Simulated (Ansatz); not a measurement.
Cost and result up the ladder for Cd₇H₂₀S₇ (34 atoms). Charge 0, multiplicity 1. Geometry: PBE-D4/def2-SVP.

```xyz
34

Cd   -4.038    3.370    0.883
S    -4.146    0.136    0.722
S    -1.206    2.336    0.367
Cd   -0.202    1.410    2.570
Cd   -2.533   -2.294    0.271
S    -0.860   -1.215    1.961
S     2.235    0.602    1.610
Cd    1.748   -1.977    2.142
Cd   -0.997    1.738   -2.143
S    -1.483   -0.956   -1.707
S     1.601    0.859   -2.152
Cd    3.638    0.024   -0.611
Cd    0.906   -1.636   -2.831
S     2.107   -2.238   -0.506
H    -3.882    3.378    2.573
H    -4.429    3.507   -0.764
H    -4.889   -0.205    1.813
H    -5.199   -0.044   -0.125
H    -0.523    3.513    0.332
H    -0.271    1.885    4.197
H    -3.498   -3.683    0.334
H    -1.305   -1.721    3.144
H     3.148    0.890    2.579
H     4.644   -0.403    4.475
H     4.185   -1.001    4.320
H     2.306   -3.048    3.333
H    -1.579    2.429   -3.579
H    -2.305   -1.307   -2.735
H     2.153    1.294   -3.319
H     2.918    0.298   -5.756
H     5.299    0.226   -0.875
H     1.019   -2.529   -4.268
H     2.522   -0.324   -5.540
H     2.917   -3.312   -0.717
```

Ansatz on 2 threads of AMD EPYC 7R13 on a shared host and a share (18 GiB) of an NVIDIA H100 80GB HBM3. Times are rough, and most runs start from the orbitals of an earlier one. PBE0-D4/def2-TZVP serves as the yardstick here, not as an exact answer. Differences are given only for rows in sets of like size (and for xTB, whose basis is part of the method), since another set adds its own error. Binding counts from free atoms at the same level (Cd singlet, S triplet, H doublet; other spins of the atoms weren't run), without zero-point energy or a counterpoise term.

In the def2 sets Cd takes a core potential; there is no spin–orbit coupling. Correlated methods freeze 35 core orbitals; core or outer-core shells of Cd are correlated, in sets that lack core-valence functions. The rows differ in basis, and correlated rows in double-zeta sets carry the largest basis error. Single mean-field runs in def2-SVP, def2-TZVP are fitted with def2-universal-jkfit. In the singlet geometry the species has come apart into loosely held pieces. In the singlet, H24 and H25 lie 0.77 Å apart, H30 and H33 lie 0.77 Å apart (atoms count from 1), so H2 has formed as a molecule.

Correlated methods converge slowly with the basis, most of all in double-zeta sets.

```csv
level,functions,wall time
PBE-D4/def2-SVP,443,7.5 s
BLYP-D4/def2-TZVP,659,8.5 s
PBE0-D4/def2-SVP,443,9.5 s
PBE0-D4/def2-TZVP,659,11 s
r2SCANh-D4/def2-TZVP,659,11 s
MP2/def2-SVP,443,12 s
PBE-D4/def2-TZVP (with forces),659,13 s
r2SCAN-D4/def2-TZVP (with forces),659,14 s
```

Task: Estimate what each level gives for the binding energy per atom (eV).

Result: 
```
                            level  binding energy per atom (eV)  difference from PBE0-D4/def2-TZVP (eV)
                  PBE-D4/def2-SVP                          2.19                                       –
                BLYP-D4/def2-TZVP                          2.12                                   -0.04
                 PBE0-D4/def2-SVP                          2.19                                       –
                PBE0-D4/def2-TZVP                          2.16                                    0.00
             r2SCANh-D4/def2-TZVP                          2.20                                    0.04
                     MP2/def2-SVP                          2.03                                       –
   PBE-D4/def2-TZVP (with forces)                          2.16                                    0.00
r2SCAN-D4/def2-TZVP (with forces)                          2.21                                    0.05
```
